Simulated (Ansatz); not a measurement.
Species: C4H10B, charge 0, multiplicity 2. It need not be the lowest isomer of its formula. 
Coordinates optimised at B3LYP-D3(BJ)/def2-TZVP (Ansatz, an electronic-structure program):
```
B
C 1 1.5387
H 2 1.0864 1 123.11
H 2 1.0871 3 113.79 1 -179.99
C 1 1.5720 2 120.47 3 0.06
H 5 1.0910 1 114.66 2 0.10
H 5 1.0965 6 108.07 1 -123.69
H 5 1.0965 6 108.06 7 -112.72
C 1 1.5788 2 117.95 3 180.00
H 9 1.0998 1 107.47 2 54.41
H 9 1.1000 10 103.12 1 113.12
C 9 1.5294 10 109.84 11 117.00
H 12 1.0921 9 111.96 10 -56.31
H 12 1.0923 13 107.42 9 122.59
H 12 1.0923 13 107.42 14 114.84
```
Charge 0, spin multiplicity 2.

Atomisation energy built up term by term with Ansatz (kcal/mol; UHF references for open shells; valence terms freeze the core; atomic spin-orbit terms are left out). CBS marks a two-point X^-3 extrapolation of the correlation energy; Hartree-Fock from the larger set.

| term | basis | kcal/mol |
|---|---|---|
| Hartree-Fock | cc-pVQZ | 1082.39 |
| CCSD correlation | CBS(cc-pVTZ,cc-pVQZ) | 290.10 |
| (T) | CBS(cc-pVTZ,cc-pVQZ) | 15.52 |
| core correlation | cc-pwCVTZ | 5.72 |
| scalar relativity (X2C) | cc-pVTZ-DK against cc-pVTZ | -0.81 |
| sum: De |  | 1392.9 |

(T) makes 1.1 % of the CCSD(T) atomisation energy; under 5 % is typical of single-reference molecules.
